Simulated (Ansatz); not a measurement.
Geometry optimisation, RKS PBE-D4/6-31G* (Ansatz 0.2.0).

Input:

```yaml
crystal:
  periodic: [false, false, false]
  atoms:
    - { symbol: B, position_ang: [0.001651, -0.302091, -0.072237] }
    - { symbol: H, position_ang: [-0.099112, -0.652104, 1.076072] }
    - { symbol: C, position_ang: [1.403237, -0.070628, -0.753566] }
    - { symbol: H, position_ang: [1.86281, -1.057474, -0.966011] }
    - { symbol: H, position_ang: [1.32278, 0.460745, -1.716974] }
    - { symbol: H, position_ang: [2.129088, 0.461868, -0.113378] }
    - { symbol: O, position_ang: [-1.107668, -0.305442, -0.875666] }
    - { symbol: H, position_ang: [-1.921164, -0.495101, -0.370464] }
    - { symbol: O, position_ang: [-0.173587, 1.940082, 1.250837] }
    - { symbol: H, position_ang: [0.712412, 2.213343, 0.93866] }
    - { symbol: H, position_ang: [0.015352, 1.090603, 1.728426] }
basis:
  gaussian: { orbitals: "6-31G*" }
hamiltonian:
  xc: pbe
  dispersion: d4
relax:
  f_tol: 0.03
  max_steps: 50
```

Command:

```bash
$ ansatz run input.yaml --threads 1 --pin off --max-ram 2048MiB --backend cpu --events-out ev --progress --plain --runs-dir out
```

Problem. Where does it end, and by what steps?

Solution. It converged. After 26 steps the energy has fallen by 0.112 eV; H10 moved furthest, 1.41 Å.

```
step  energy less start (eV)  largest force component (eV/Å)  accepted
   0                  0.0000                           0.570       yes
   1                 -0.0125                           0.882       yes
   2                 -0.0047                           0.649        no
   3                 -0.0327                           0.125       yes
   4                 -0.0359                           0.085       yes
   5                 -0.0407                           0.428       yes
   6                 -0.0479                           0.405       yes
   7                 -0.0546                           0.357       yes
   8                 -0.0557                           0.310       yes
   9                 -0.0617                           0.177       yes
  10                 -0.0652                           0.241       yes
  11                 -0.0655                           0.244       yes
  12                 -0.0652                           0.351        no
  13                 -0.0731                           0.380       yes
  14                 -0.0799                           0.069       yes
  15                 -0.0606                           0.928        no
  16                 -0.0827                           0.072       yes
  17                 -0.0853                           0.208       yes
  18                 -0.0862                           0.515       yes
  19                 -0.0945                           0.133       yes
  20                 -0.1036                           0.139       yes
  21                 -0.1072                           0.247       yes
  22                 -0.1020                           0.521        no
  23                 -0.1110                           0.102       yes
  24                 -0.1110                           0.084       yes
  25                 -0.1121                           0.041       yes
  26                 -0.1122                           0.011       yes
```

```xyz
11
Properties=species:S:1:pos:R:3
B 0.018 -0.334 0.024
H -0.215 -1.121 0.916
C 1.481 -0.113 -0.538
H 1.753 -0.986 -1.163
H 1.575 0.774 -1.191
H 2.245 -0.061 0.257
O -1.036 0.115 -0.777
H -1.883 -0.222 -0.427
O -0.037 1.530 1.336
H -0.602 1.826 0.589
H 0.847 1.876 1.099
```

Time of the run: 100 s on 1 thread of Arm Neoverse N1, with other jobs on the host, peak memory 0.13 GiB.
